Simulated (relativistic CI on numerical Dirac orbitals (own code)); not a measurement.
## Mo3+: what numerical and physical settings do to a radial Dirac CI calculation

Reference input:

```
atom Mo  Z=42  charge=3  electrons=39
nucleus A=98  rms_radius_fm=4.4091
hamiltonian dirac-coulomb  breit=on  qed=on  c_scale=1
orbitals kli  potential=per-configuration
slater_scale 1
correlation none
mixing on
grid step=0.0125 r_max=50.3
scf mixing=0.4 start=green max_iterations=150 tolerance=2e-08 node_fill=0.05
configurations
  [Kr] 4d3
  [Kr] 4d2 5s
end
```

Computed lowest total energy -4041.52212 Ha, first excitation 701.5 cm⁻¹, 22 SCF steps. Runs with settings changed; * marks those that are bad on purpose (the QED terms keep the true α when c is scaled):

```
                                                        Changed    Outcome  Lowest level   ΔE (Ha)  First excitation (cm⁻¹)  SCF steps  Message
node fill of the KLI weights 0.5, end of the grid at 35.21 bohr  converged    4d3 4F_3/2    0.0404                    751.7         23         
                                          speed of light × 1.25  converged    4d3 4F_3/2      25.6                    441.0         22         
                                       nuclear radius 3.9682 fm  converged    4d3 4F_3/2   -0.0102                    701.5         22         
                                                 SCF mixing 0.7  converged    4d3 4F_3/2  1.46e-10                    701.5         20         
                                              Slater scale -1 *  converged    4d3 2D_5/2   -0.0594                    619.2         22         
                               node fill of the KLI weights 5 *  converged    4d3 4F_3/2     0.463                    860.6         23
```

With so few configurations and no correlation, terms lie too far apart (by 10 to 50 % near neutrality), their order can be wrong, and levels of other configurations are missing.
